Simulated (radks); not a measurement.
Results of a calculation; reference values are marked as such.
Task: These are the eigenvalues of the occupied orbitals of an atom or ion with whole-number occupations (hartree). Level of theory: scalar-relativistic Kohn-Sham, SCAN, spin-polarised, spherical densities, finite nucleus; meta-GGA in the generalised Kohn-Sham scheme; Fermi nuclear charge, rms radius of each element as measured or else 0.836 A^(1/3) + 0.57 fm (a radial shooting solver on a logarithmic mesh with Libxc functionals).

| orbital | eigenvalue |
|---|---|
| 1s down | -2717.856 |
| 1s up | -2717.856 |
| 2s up | -474.8582 |
| 2s down | -474.8521 |
| 2p up | -413.4726 |
| 2p down | -413.4666 |
| 3s up | -111.4252 |
| 3s down | -111.4231 |
| 3p up | -93.29031 |
| 3p down | -93.28751 |
| 3d up | -72.98702 |
| 3d down | -72.98135 |
| 4s up | -24.22260 |
| 4s down | -24.21086 |
| 4p up | -18.24669 |
| 4p down | -18.23570 |
| 4d up | -10.79969 |
| 4d down | -10.78705 |
| 5s up | -4.09757 |
| 5s down | -3.99422 |
| 5p up | -2.59222 |
| 4f up | -2.56217 |
| 4f down | -2.54367 |
| 5p down | -2.46849 |
| 5d up | -0.89259 |
| 5d down | -0.76702 |

Which element is it, and in what charge state? The configuration may be excited. Open shells, if any, are filled with parallel spins first.

Result: Z = 76, osmium, charge +2: Os2+ in [Xe] 4f14 5d6. The list shows which subshells hold electrons but not how many an open one holds; the 1s level, -2717.9 hartree, gives Z - s = 73.7 by -(Z - s)^2/2, which with screening and relativity narrows Z to a few neighbours, and the depths of the outer levels then fix element, charge and occupations together.
